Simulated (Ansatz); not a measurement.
Correlation energies of `[OH2+][In-]([F])([F])[F]` by basis set

| atom | x (Å) | y (Å) | z (Å) |
| --- | --- | --- | --- |
| O1 | 1.2828 | -0.1783 | -0.0331 |
| In2 | -0.8951 | 0.4238 | 0.0212 |
| F3 | -1.0311 | -0.5528 | 1.6974 |
| F4 | -1.0888 | 2.3412 | 0.0162 |
| F5 | -1.1271 | -0.5703 | -1.6338 |
| H6 | 1.4479 | -0.7283 | 0.7436 |
| H7 | 1.4115 | -0.7353 | -0.8115 |

Total charge 0; spin multiplicity 1. Correlated methods include outer-core shells of In, which these sets cover unevenly. In: def2 effective core potential. Geometry: relaxed with PBE0-D4/def2-TZVP. It is one conformer, not always the lowest. Frozen core, restricted reference, Ansatz 0.2.0.

```json
{"basis": "def2-SVP", "HF (Eh)": "-563.34636", "MP2 corr.": "-0.85233", "CCSD corr.": "?", "(T)": "-0.01395", "CCSD(T) total": "?"}
{"basis": "def2-TZVPP", "HF (Eh)": "?", "MP2 corr.": "-1.29279", "CCSD corr.": "-1.28628", "(T)": "?", "CCSD(T) total": "?"}
{"basis": "def2-QZVPP", "HF (Eh)": "-563.86051", "MP2 corr.": "?", "CCSD corr.": "–", "(T)": "–", "CCSD(T) total": "–"}
```

(1) Fill in the withheld values. (An estimate is asked.)

Results:

(1) Ansatz gave: def2-SVP CCSD corr.: -0.86351; def2-SVP CCSD(T) total: -564.22382; def2-TZVPP HF (Eh): -563.83967; def2-TZVPP (T): -0.03809; def2-TZVPP CCSD(T) total: -565.16404; def2-QZVPP MP2 corr.: -1.57982.
